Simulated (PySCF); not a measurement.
C9H13N.
Atom-mapped SMILES: `[CH3:1][CH2:2][N:3]([CH3:4])[c:5]1[cH:6][cH:7][cH:8][cH:9][cH:10]1`

Structure used (GFN2-xTB), in Å, numbered top down from 1:
```xyz
23
C9H13N angstrom
C     -2.610    0.503    0.433
C     -1.851    0.183   -0.858
N     -0.665   -0.611   -0.643
C     -0.865   -2.034   -0.495
C      0.505   -0.045   -0.180
C      1.608   -0.847    0.145
C      2.799   -0.291    0.566
C      2.942    1.080    0.684
C      1.862    1.886    0.372
C      0.665    1.341   -0.049
H     -1.969    1.049    1.121
H     -2.933   -0.415    0.920
H     -3.486    1.108    0.214
H     -2.506   -0.371   -1.538
H     -1.573    1.108   -1.368
H     -0.179   -2.588   -1.141
H     -1.881   -2.286   -0.789
H     -0.716   -2.366    0.539
H      1.547   -1.920    0.064
H      3.627   -0.943    0.806
H      3.874    1.511    1.015
H      1.946    2.960    0.464
H     -0.146    2.015   -0.271
```

NICS is the negative of the GIAO shielding at a point without a nucleus: at the ring centre (0) and 1 Å above and below it (1); zz is the component along the ring normal. Level: GIAO PBE0/pcSseg-1 (PySCF, non-relativistic, gas phase) on the GFN2-xTB geometry, one conformer.

Ring bond lengths (Å), with Mayer bond orders in brackets: C5–C6 1.402 (1.33), C6–C7 1.381 (1.49), C7–C8 1.384 (1.42), C8–C9 1.384 (1.42), C9–C10 1.381 (1.49), C10–C5 1.402 (1.34).

Question: Give the NICS values of each ring in ppm.

Answer: 
```tsv
ring	type	NICS(0)	NICS(1), two faces	NICS(1)zz, two faces	rms pucker (Å)	centre to ring atoms, mean (Å)
C5–C6–C7–C8–C9–C10	6-membered carbocycle; formal bonds all aromatic	-8.4	-10.6 / -10.4	-25.7 / -25.6	0.00	1.39
```

Question: What can be read from them?

Answer: 
- C5–C6–C7–C8–C9–C10: mean NICS(1)zz -25.7 ppm, shielded, aromatic by this magnetic criterion (flat ring, no four-coordinate atom).

Question: What does the geometric index give? Use HOMA with the parameters of Krygowski (1993).

Answer: 
- C5–C6–C7–C8–C9–C10: HOMA 0.98 = 1 − EN − GEO, with mean bond length 1.389 Å, EN = α(Ropt − mean)² = 0.000 and GEO = α × variance = 0.023. The geometric and the magnetic index point the same way.
